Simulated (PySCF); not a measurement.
Potential energy surface of H4N (cation, charge +1), singlet: flattening of a tetrahedron along the D2d path, bond length relaxed. Scanned: the two opposite H-N-H angles (109.47 = tetrahedral, 180 = square planar). Other coordinates (N-H bond length) were minimised at PBE0/def2-TZVP.

The free coordinates were minimised at PBE0/def2-TZVP in PySCF; the energy column is PySCF with CCSD(T) on RHF/cc-pVTZ, 1 core orbital frozen, in kcal/mol.

```csv
a / °,N-H bond length / Å,E
90,1.027,16.3
95,1.026,8.9
100,1.024,3.8
105,1.024,0.8
109.47,1.024,0.0
115,1.024,1.2
120,1.025,4.5
130,1.027,16.5
140,1.032,35.0
150,1.036,58.5
160,1.040,84.3
170,1.042,107.4
180,1.041,—
```

A dash means that the run gave no value there, or that the column was ended at a point which the program doubted or which failed a test of continuity chosen for this set; such a test can also cut sound points.
